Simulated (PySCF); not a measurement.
Simulated C 1s region for `C=[CH][Ge@@H]([CH3])[GeH2][SiH3]`, binding energy against the vacuum level.

Every computed line was given a Gaussian of 0.5 eV full width at half maximum and an area set by the number of equivalent atoms; the highest printed point is 100. Method used: delta-SCF UKS SCAN, pcX-2 on the ionised atom, pcseg-1 elsewhere, spin-free X2C (PySCF).

| binding energy (eV) | intensity |
| --- | --- |
| 289.3 | 0 |
| 289.4 | 1 |
| 289.5 | 4 |
| 289.6 | 12 |
| 289.7 | 27 |
| 289.8 | 50 |
| 289.9 | 76 |
| 290.0 | 95 |
| 290.1 | 100 |
| 290.2 | 89 |
| 290.3 | 67 |
| 290.4 | 44 |
| 290.5 | 24 |
| 290.6 | 11 |
| 290.7 | 4 |
| 290.8 | 1 |
| 290.9 | 0 |

Count the maxima, the lines and the sites behind this envelope.

The curve has 1 maximum (at 290.1 eV). Under it lie 3 lines from 3 inequivalent carbon sites. At this width some lines have no maximum of their own.

Decompose the envelope and assign each component. Numbering: `[CH2:1]=[CH:2][Ge@@H:3]([CH3:4])[GeH2:5][SiH3:6]`.

```csv
position (eV),relative area,line,atoms,environment
290.00,1,C 1s,C2,alkene CH carbon
290.03,1,C 1s,C4,sp3 carbon bound to germanium
290.24,1,C 1s,C1,terminal =CH2 carbon
```

What are the centre and the root-mean-square width of the whole band?

The area-weighted mean of the lines is 290.09 eV. Their own spread about it is 0.11 eV (rms) and each Gaussian has σ = 0.5/2.355 = 0.21 eV; the variances add, which gives 0.24 eV.

The 3 C 1s values lie within 0.24 eV of each other; Gaussian lines of 0.5 eV full width would blend them into one maximum.

Shake-up satellites, vibrational structure and lifetime widths aren't simulated. One conformer (not necessarily the lowest) at the PBE0-D3(BJ)/def2-SVP geometry, without solvent, vibrations or thermal averaging.

The values belong to the conformer `[CH2:1]=[CH:2][Ge@@H:3]([CH3:4])[GeH2:5][SiH3:6]`: C1–C2–Ge3–C4 -127°, C2–Ge3–Ge5–Si6 -60°.
